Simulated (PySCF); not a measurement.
Compound: C2H4O2Si.
Structure used (GFN2-xTB), in Å, numbered top down from 1:
```
atom  x, y, z in Å
O1    -1.762   -1.288    0.910
C2    -1.400   -0.679   -0.063
Si3   -0.148    0.781    0.015
C4     1.555   -0.116    0.022
O5     2.310   -0.141   -0.913
H6    -1.779   -0.979   -1.064
H7    -0.298    1.603   -1.179
H8    -0.291    1.475    1.290
H9     1.827   -0.651    0.957
```

The calculation used PBE0/def2-SVPD in PySCF (dipole) on a GFN2-xTB geometry, gas phase.

Masses are those of the commonest isotopes; rigid-rotor values at the optimised geometry. The values belong to one conformer with, in the numbering `[O:1]=[CH:2][SiH2:3][CH:4]=[O:5]`, O1–C2–Si3–C4 83°, C2–Si3–C4–O5 107°.

**Question.** Give the principal moments of inertia and the rotational constants in MHz.

**Answer.** Ia = 60.39, Ib = 235.54, Ic = 266.29 u·Å²; 505379 MHz·u·Å²/I gives A = 8368, B = 2146, C = 1898 MHz.

**Question.** Classify the top.

**Answer.** A near-prolate asymmetric top. Ray's parameter κ = (2B − A − C)/(A − C) = -0.923; −1 is the prolate and +1 the oblate limit.

**Question.** What does the inertial defect say?

**Answer.** Not planar: Δ = Ic − Ia − Ib = -29.65 u·Å². For a rigid frame Δ = −2 Σ m c², so Σ m c² = 14.82 u·Å² lies off the ab plane: 7.19 from hydrogen and 7.64 from heavier atoms. The atom farthest from that plane is 1.61 Å away.

**Question.** Give the other two planar moments, Paa and Pbb, and the rms extents of the mass along the axes.

**Answer.** Paa = Σ m a² = (Ib + Ic − Ia)/2 = 220.72 and Pbb = Σ m b² = (Ia + Ic − Ib)/2 = 45.57 u·Å². With the mass M = 88.00 u, the rms extents √(P/M) along a, b and c are 1.58, 0.72, 0.41 Å.

**Question.** Which types of transition are allowed, and where do some lines up to J = 3 fall?

**Answer.** The dipole components are |μa| = 0.33 D, |μb| = 1.62 D, |μc| = 0.07 D. Intensities carry the squares of the components, which stand as 0.04 : 1.00 : 0.00 (a : b : c). Some lines, for components of 0.1 D or more:

| type | branch | J(Ka,Kc) | MHz | lower level (cm⁻¹) |
| --- | --- | --- | --- | --- |
| a | Q | 2(1,1) ← 2(1,2) | 743 | 0.604 |
| a | Q | 3(1,2) ← 3(1,3) | 1486 | 0.996 |
| a | R | 1(0,1) ← 0(0,0) | 4044 | 0.000 |
| b | R | 3(0,3) ← 2(1,2) | 6120 | 0.604 |
| b | Q | 3(1,2) ← 3(0,3) | 7121 | 0.808 |
| a | R | 2(0,2) ← 1(0,1) | 8080 | 0.135 |
| b | R | 1(1,1) ← 0(0,0) | 10266 | 0.000 |
| a | R | 3(1,3) ← 2(1,2) | 11754 | 0.604 |
| a | R | 3(2,2) ← 2(2,1) | 12131 | 1.251 |
| b | R | 2(1,2) ← 1(0,1) | 14062 | 0.135 |
| b | R | 3(1,3) ← 2(0,2) | 17737 | 0.404 |
| b | Q | 2(2,1) ← 2(1,2) | 19411 | 0.604 |
| b | R | 2(2,1) ← 1(1,0) | 27002 | 0.351 |
| b | R | 2(2,0) ← 1(1,1) | 27257 | 0.342 |
| b | R | 3(3,1) ← 2(2,0) | 43860 | 1.252 |

**Question.** Estimate the classical rotational partition function at 10 K, 25 K and 50 K.

**Answer.** Point group C1, symmetry number σ = 1; q = (√π/σ)·√((kT/h)³/(ABC)), k/h = 20836.6 MHz/K: 913 at 10 K, 3610 at 25 K, 10200 at 50 K.

Whether it is a minimum is left open (no frequencies). Constants of a rigid frame at the computed geometry: no zero-point averaging, no centrifugal distortion.

Hardware: one thread of an Intel Xeon at 2.70 GHz, no GPU, shared host with 64 logical CPUs at a one-minute load of 31. Cost: 22 s wall, 0.62 GiB resident at most. This is the PBE0/def2-SVPD job that gave the dipole, with the excitations it also computed.
